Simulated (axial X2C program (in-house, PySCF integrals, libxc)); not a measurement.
Spin–orbit effects down a group: molecules with C, HF

Computed with an in-house relativistic program for diatomic molecules, spin-free (one-electron X2C) or two-component (2c: spin–orbit coupling with atomic mean-field Coulomb and Gaunt terms, which also bring small scalar terms), in Dyall basis sets with cores contracted in-house; open shells are unrestricted.

Basis sets: C dyall-v3z, Cl dyall-av3z, F dyall-av3z, I dyall-cv3z.

```csv
molecule,spin-free state,Re (Å),ωe (cm⁻¹),De (eV),2c state,Re 2c (Å),ωe 2c (cm⁻¹),De 2c (eV)
CF,"M_S = 1/2, Λ = 1",1.254,1408.9,3.40,Ω = 1/2,1.253,1409.1,3.40
CCl,"M_S = 1/2, Λ = 1",1.665,869.1,2.15,Ω = 1/2,1.665,869.6,2.09
CI,"M_S = 1/2, Λ = 1",2.058,613.4,0.93,Ω = 1/2,2.057,613.9,0.68
```

(1) Work out the shifts from the spin-free to the two-component result.

Each entry is the lowest single determinant of a limited PBE0 search at one distance. De goes to single-determinant-based atoms at the same level (for ions the charge split of lowest energy) and is withheld (n/a) where an atom does not fit its ground term or J level. Main or longest-lived isotopes. Some light 2c atoms are not at their ground J level, so De misses part of their lowering (0.04 eV or less).

Answers

(1) 

| molecule | 2c state | ΔRe (Å) | Δωe (cm⁻¹) | ΔDe (eV) |
| --- | --- | --- | --- | --- |
| CF | Ω = 1/2 | -0.001 | 0.2 | 0.00 |
| CCl | Ω = 1/2 | 0.000 | 0.5 | -0.06 |
| CI | Ω = 1/2 | -0.001 | 0.5 | -0.25 |

Shifts of one unit in the last digit are rounding.
